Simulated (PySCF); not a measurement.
C3H9O2PSi.
Numbering: `[CH2:1]=[CH:2][P@@:3](=[O:4])([OH:5])[CH2:6][SiH3:7]` (hydrogens: H8, H9 on C1; H10 on C2; H11 on O5; H12, H13 on C6; H14, H15, H16 on Si7)

Method used: PBE0/def2-SV(P) geometry optimisation, gas phase (PySCF).

**Question.** What internal coordinates does the optimisation give?

**Answer.** 
```csv
bond,length (bohr),order
C1=C2,2.525,double
C2–P3,3.408,single
P3=O4,2.819,double
P3–O5,3.091,single
P3–C6,3.406,single
C6–Si7,3.592,single
C1–H8,2.075,single
C1–H9,2.073,single
C2–H10,2.075,single
O5–H11,1.837,single
C6–H12,2.087,single
C6–H13,2.089,single
"Si7–H14, Si7–H15, Si7–H16",2.826,single
```

Bonds in one row agree within 0.02 bohr and their mean is given. Orders are formal, as drawn. A selection of angles:
```csv
angle,degrees
C2–C1–H8,120.1
C2–C1–H9,121.8
H8–C1–H9,118.0
C1–C2–P3,119.5
C1–C2–H10,121.6
P3–C2–H10,118.8
C2–P3–O4,112.5
C2–P3–O5,104.4
C2–P3–C6,107.7
O4–P3–O5,114.9
O4–P3–C6,115.0
O5–P3–C6,101.3
P3–O5–H11,110.7
P3–C6–Si7,111.2
P3–C6–H12,110.8
P3–C6–H13,107.1
Si7–C6–H12,111.4
Si7–C6–H13,108.7
H12–C6–H13,107.5
C6–Si7–H14,110.5
C6–Si7–H16,108.1
H14–Si7–H15,110.2
```

Dihedral angles: C1–C2–P3–O4 1° (synperiplanar); C2–P3–C6–Si7 90°; H11–O5–P3–C2 -87° (synclinal).

The 2 O–P bonds span 1.492 Å (P3=O4, drawn double) to 1.636 Å (P3–O5, drawn single), a spread of 0.144 Å. Of the pairs four or more bonds apart, O4···H8 is among the closest relative to their van der Waals radii: 2.58 Å, 95 % of the sum of Bondi's values. Si7 (SiH3 silicon) is tetrahedral (angles from 108.1° to 110.5°). P3 (phosphoryl phosphorus) is distorted tetrahedral (angles from 101.3° to 115.0°).

Point group: C1 (no symmetry element, even within 0.4 Å). Whether it is a minimum is left open (no frequencies). One conformer, not necessarily the lowest (C1–C2–P3–O4 1°, C2–P3–O5–H -87°, C2–P3–C6–Si7 90°).

The run took 88 s of wall time on an Arm Neoverse V2 with one thread, on a shared host, and the process peaked at 0.58 GiB of memory. This is the geometry optimisation.
